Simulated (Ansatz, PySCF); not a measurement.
Ligands exchanged one at a time, Si Br-SH. All species are isolated molecules in the gas phase. One relaxed conformer stands for each flexible species; it need not be the lowest. Strings in code marks are SMILES.

Quantity: redistribution energy (mixed species minus the weighted end members), in kcal/mol.

Level 1: frozen-core MP2/cc-pVTZ // B3LYP-D3(BJ)/def2-TZVP (Ansatz, an electronic-structure program)
Level 2: B3LYP/6-31G* // B3LYP-D3(BJ)/def2-TZVP (PySCF)
Level 3: PBE/6-31G* // B3LYP-D3(BJ)/def2-TZVP (PySCF)
Level 4: HF/3-21G // B3LYP-D3(BJ)/def2-TZVP (PySCF)

```csv
species,level 2,level 3,level 4
3 of 4 Br replaced by SH: `S[Si](Br)(S)S`,-0.75,-0.68,-0.19
1 of 4 Br replaced by SH: `Br[Si](Br)(Br)S` (H–S–Si–Br torsion 60°),-0.42,-0.33,-0.07
"2 of 4 Br replaced by SH: `S[Si](S)(Br)Br` (H–S–Si–Br torsion 41°, Br–Si–S–H torsion 62°)",-0.67,-0.57,-0.24
```

**Question.** What does level 1 give for each, and how far do the other levels lie from it on average?

**Answer.** 
- 3 of 4 Br replaced by SH: `S[Si](Br)(S)S`: -0.75
- 1 of 4 Br replaced by SH: `Br[Si](Br)(Br)S` (H–S–Si–Br torsion 60°): -0.45
- 2 of 4 Br replaced by SH: `S[Si](S)(Br)Br` (H–S–Si–Br torsion 41°, Br–Si–S–H torsion 62°): -0.67
Mean absolute difference from level 1, which has limits of its own, over these rows (drawn at random from the members that have all these levels): level 2 0.01 kcal/mol, level 3 0.10 kcal/mol, level 4 0.46 kcal/mol.
